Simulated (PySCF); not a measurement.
Start geometry of In(H2O)Cl3 (`[OH2]->[In]([Cl])([Cl])[Cl]`) from a GFN2-xTB structure with every atom displaced at random (by about 0.03 Å) (Å):
```
atom  x, y, z in Å
In1    0.1490   -0.2022   -1.0895
O2     0.0737   -0.1001    1.3752
H3    -0.8450   -0.2572    1.7249
H4     0.5150    0.7561    1.7242
Cl5    2.3635   -0.0975   -1.3736
Cl6   -1.0841    1.8903   -1.1948
Cl7   -1.0802   -2.0915   -1.2351
```

What comes out of this run: PySCF 2.14.0, PBE0-D3(BJ)/def2-SVP geometry optimisation, gas phase, def2 core potentials past Kr?

```
atom  x, y, z in Å
In1    0.5469   -0.0115   -0.8375
O2    -0.2935   -0.0184    1.3025
H3    -0.8729   -0.7959    1.3399
H4    -0.8780    0.7554    1.3378
Cl5    2.8707   -0.0107   -0.7472
Cl6   -0.6405    1.9749   -1.2269
Cl7   -0.6409   -1.9957   -1.2372
```

The energy falls by 42.9 kJ/mol over 28 energy and gradient evaluations, the largest force component goes from 0.0405 to 1.5e-04 Eh/bohr, and the atoms move by 0.472 Å rms after alignment. The bond that changes most is In1–O2 (ends: indium bonded to 3 Cl and O; oxygen bonded to In and 2 H), which shortens by 0.169 Å. Bonds longer at the end by more than 0.005 Å: 2 of 6; shorter: 4. Among the angles that change most is O2–In1–Cl5, from 98.9° to 109.2°. Among the dihedrals that turn most is Cl5–In1–O2–H4, from 59° to 124°. Rotational constants go from 1292, 1288, 904.9 to 1367, 1281, 873.6 MHz. The orientation of the end geometry is arbitrary; only internal coordinates are fixed.

The run used 104 basis functions and 174 SCF cycles in all. Time: 1.7 min wall; peak memory 0.42 GiB. Hardware: one thread, Intel Xeon 6975P-C (x86_64), shared host.

No frequency check.
